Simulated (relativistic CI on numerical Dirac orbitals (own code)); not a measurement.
**Ag²⁺: L2,3 absorption edge**

Computed with this model: Dirac-Coulomb-Breit CI, orbitals from a KLI potential per configuration, model QED, valence Slater integrals scaled by 0.7, multiplet model of core-to-valence dipole absorption; configurations [Kr] 4d9 → [He] 2s2 2p5 3s2 3p6 3d10 4s2 4p6 4d10; 10 K; Lorentzian 1.6 eV and Gaussian 0.5 eV FWHM. Energies are those of the free ion, without screening or charge transfer. The branching ratio is the share of the lower-energy edge in the whole absorption, uncertain by about 0.02 where the edges overlap. S is read from ⟨S²⟩ = S(S + 1).

Field parameters in Wybourne normalisation: Oh B⁴₀ = 21Dq, B⁴₄ = √(5/14) B⁴₀. The field is a parameter set, without covalency.

Case Oh, 10Dq = 10650 cm⁻¹, the dichroism is that of the ground state at zero temperature, magnetised by exchange field 10 meV on Sz. The dichroism I(Δm = −1) − I(Δm = +1), over the sum of the three polarisations, integrates to -0.4838 on the lower edge and 0.1836 on the upper edge. The branching ratio is 0.817.

Question: Use the orbital sum rule with 1 holes to get ⟨Lz⟩.

Answer: For a p → d edge ⟨Lz⟩ = 2 × n_h × (sum of both integrals) in this sign convention = -0.60; the ground state itself has ⟨Lz⟩ = -0.56 and ⟨Sz⟩ = -0.49. The rule assumes one radial integral for both edges, which relativistic orbitals only approach.
